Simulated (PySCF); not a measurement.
Cl2GaH3Si, SMILES [SiH3][Ga]([Cl])[Cl].

The structure is a stationary point at B3LYP-D3(BJ)/def2-SVP. The structure was generated by enumeration; whether it is a known compound was not checked.

Two levels are set side by side: TDA-PBE/def2-SVPD (PySCF) and TDA-M06-2X/def2-SVPD (PySCF). Vertical, same geometry. The lowest singlet is HOMO→LUMO 96 % with PBE and HOMO→LUMO 97 % with the other functional; states are paired by order. Differences are taken from unrounded values.

| quantity | TDA-M06-2X |
|---|---|
| lowest singlet excitation (eV) | 5.28 |
| lowest triplet excitation (TDA) (eV) | 4.56 |
| first bright state (f over 0.05) (eV) | 6.60 |
| its oscillator strength | 0.39 |

Task: What does TDA-PBE give, and how far is it from TDA-M06-2X? (Estimate from the structure and the level; the computed values follow.)

Result: 
| quantity | TDA-PBE | TDA-PBE minus TDA-M06-2X |
|---|---|---|
| lowest singlet excitation (eV) | 4.73 | -0.55 |
| lowest triplet excitation (TDA) (eV) | 4.25 | -0.31 |
| first bright state (f over 0.05) (eV) | 5.58 | -1.01 |
| its oscillator strength | 0.09 | -0.31 |

A lower first singlet is the usual sign of a functional without exact exchange. Differences between two approximate levels are no errors against the true value.

Rough cost on one machine, each run with all the roots and properties that it gave: TDA-M06-2X against TDA-PBE about 9 times.
